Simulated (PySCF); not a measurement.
Computed shifts of a molecule C2H8ClNSi, B3LYP/pcSseg-1 run with PySCF, GIAO, gas phase, atoms alike by connectivity averaged where their shifts nearly agree, in ppm (number of nuclei): ²⁹Si: 4.2 (1). ¹⁵N: 39.4 (1). ¹³C: 17.1 (1), 12.2 (1). ¹H: 5.24 (1), 1.41 (3), 1.38 (1), 1.08 (2), 0.98 (1). References: ²⁹Si against TMS (σ = 338.7 ppm); ¹⁵N against NH3 (σ = 265.5 ppm); ³⁵Cl against HCl (σ = 933.3 ppm); ¹³C against TMS (σ = 181.3 ppm); ¹H against TMS (σ = 31.68 ppm), references at their B3LYP-D3(BJ)/def2-TZVP geometries, non-relativistic (without spin–orbit terms, shifts of atoms bonded to Cl or Br come out too high). Coordinates come from a B3LYP-D3(BJ)/def2-SVP optimisation. One conformer was computed; it need not be the lowest.

Question: Which structure fits?
(A) C[C@H](N)[SiH2]Cl
(B) C[Si](C)(N)Cl
(C) CC[SiH](N)Cl
(D) CN[Si@H](C)Cl

Answer: C, CC[SiH](N)Cl
